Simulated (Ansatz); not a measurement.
Spectroscopic constants of Ni2, multiplicity 5 (an upper state: multiplicity 3 came lower at PBE0/def2-TZVPP). No spin–orbit coupling. Ni is treated without relativity.

Seven points along R, fitted to fifth degree in 1/R; most abundant isotopes. In def2 and cc sets the state is the lowest found near the PBE0 minimum, followed along R.

Run with Ansatz (Gaussian orbitals). 

Q: What bond length and harmonic frequency does PBE/def2-TZVPP give?

A: r_e = 2.317 Å, ω_e = 233 cm⁻¹.

Q: What bond length and harmonic frequency does PBE0/def2-TZVPP give?

A: r_e = 2.308 Å, ω_e = 244 cm⁻¹.

Q: What bond length and harmonic frequency does wB97X-V/def2-TZVPP give?

A: r_e = 2.362 Å, ω_e = 186 cm⁻¹.

Ansatz is a quantum-chemistry and plane-wave program.
